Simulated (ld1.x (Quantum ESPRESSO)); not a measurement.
Ranking PAW potentials for B (Z = 5)

All share these settings but for the change named:

B (Z = 5), PAW, made with ld1.x (Quantum ESPRESSO) 7.5 (PBE, non-relativistic). Core [He], reference 2s2 2p0 (charge +1). Waves: 2s (bound): rcut 1.25, rcutus 1.55 bohr; 2s channel at -0.85 Ry: rcut 1.25, rcutus 1.55 bohr; 2p (bound, empty): rcut 1.50, rcutus 1.95 bohr; 2p channel at -0.4 Ry: rcut 1.50, rcutus 1.95 bohr; 3d channel at 0.05 Ry: rcut 1.35, rcutus 1.70 bohr; 3d channel at 2.75 Ry: rcut 1.35, rcutus 1.70 bohr. Local part: all-electron potential smoothed inside 1.70 bohr (lloc = -2). Core correction: Bessel-smoothed model core inside 1.00 bohr. Augmentation charge: BESSEL, radius 1.40 bohr.

Cutoff: the first of the cutoffs (Ry, on a coarse ladder) from which the occupation-weighted sum of valence levels, in a spherical-Bessel basis at the reference potential, stays within 10 and 1 mRy of its value at 400 Ry; the density cutoff is not measured.

The base gives 6 Ry.

Of 7 variants that were run, those that failed, showed a ghost or another fault, or gave nearly equal values are left out.

A variant can come out equal or close to the base.

Task: Rank these variants from softest to hardest (loose cutoff).
A. all radii but the core radius scaled by about 1.21 (s 1.88, p 2.36, d 2.06 bohr, rcut 1.52/1.82/1.64); local potential all-electron potential smoothed inside 2.06 bohr (lloc = -2); augmentation BESSEL, radius 1.70 bohr
B. all radii but the core radius scaled by about 1.11 (s 1.72, p 2.16, d 1.88 bohr, rcut 1.38/1.66/1.50); local potential all-electron potential smoothed inside 1.88 bohr (lloc = -2); augmentation BESSEL, radius 1.54 bohr
C. all radii but the core radius scaled by about 0.83 (s 1.30, p 1.62, d 1.42 bohr, rcut 1.04/1.26/1.12); local potential all-electron potential smoothed inside 1.42 bohr (lloc = -2); augmentation BESSEL, radius 1.16 bohr
D. all radii but the core radius scaled by about 0.77 (s 1.20, p 1.50, d 1.30 bohr, rcut 0.96/1.16/1.04); local potential all-electron potential smoothed inside 1.30 bohr (lloc = -2); augmentation BESSEL, radius 1.08 bohr

Result: B (6 Ry), A (8 Ry), C (15 Ry), D (18 Ry).
